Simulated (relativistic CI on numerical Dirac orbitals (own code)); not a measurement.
Calculated at this level of theory: Dirac-Coulomb-Breit CI, separate exchange-only KLI orbitals for each configuration, model QED (radiative potential, 1s self-energy scaled to tabulated hydrogen-like ionisation energies), unscaled Slater integrals (own radial code, finite nucleus).

CI space (outside the closed core [Ne]): 3s2.3p6.3d, 3s2.3p5.3d2, 3s.3p6.3d2, 3s2.3p6.4s, 3s2.3p6.4p, 3s2.3p6.4d, 3s2.3p5.3d.4s, 3s2.3p6.4f, 3s2.3p5.3d.4p, 3s2.3p5.3d.4d, 3s.3p6.3d.4s, 3p6.3d2.4p, 3s2.3p5.3d.4f, 3s.3p6.3d.4p, 3s2.3p6.5s, 3s.3p6.3d.4d, 3s2.3p6.5p, 3s2.3p6.5d, 3s.3p6.3d.4f, 3s2.3p6.5f, 3s2.3p6.5g, 3p6.3d3, 3p5.3d4, 3p5.3d3.4s, 3p6.3d2.4s, 3p5.3d2.4s2, 3p6.3d2.4d, 3p5.3d3.4d, 3p5.3d2.4s.4d. Double excitations out of closed p, d and f shells are left out; levels of such configurations are missing from the list, as are those of other unlisted configurations, and high levels can miss mixing partners. These lack a partner that the ground configuration has and come out too high: 3s2.3p5.3d.4p, 3s2.3p5.3d.4f.

At this charge energies of transitions that change n are usually good to better than 1 %, and those within a shell (Δn = 0) to a few per cent.

Outline of the computed level scheme of Sb XXXIII. Lowest level of each configuration: 3s2.3p6.3d 2D_3/2 at 0.000 eV; 3s2.3p5.3d2 4D°_1/2 at 150.882 eV.

Some strong electric-dipole decays among the lowest 45 levels: 3s2.3p5.3d2 2D°_3/2 → 3s2.3p6.3d 2D_3/2 (1.5e+12 s⁻¹); 3s2.3p5.3d2 2D°_5/2 → 3s2.3p6.3d 2D_5/2 (1.3e+12 s⁻¹); 3s2.3p5.3d2 2P°_1/2 → 3s2.3p6.3d 2D_3/2 (8.8e+11 s⁻¹); 3s2.3p5.3d2 2F°_7/2 → 3s2.3p6.3d 2D_5/2 (6.5e+11 s⁻¹); 3s2.3p5.3d2 2F°_5/2 → 3s2.3p6.3d 2D_3/2 (4.8e+11 s⁻¹); 3s2.3p5.3d2 4D°_1/2 → 3s2.3p6.3d 2D_3/2 (2.2e+11 s⁻¹); 3s2.3p5.3d2 2F°_5/2 → 3s2.3p6.3d 2D_3/2 (1.6e+11 s⁻¹); 3s2.3p5.3d2 2P°_3/2 → 3s2.3p6.3d 2D_5/2 (1.3e+11 s⁻¹).

LS names give the leading component of a level, which can be under half, so a name can repeat, a term be missing and a line seem to break the LS rules.
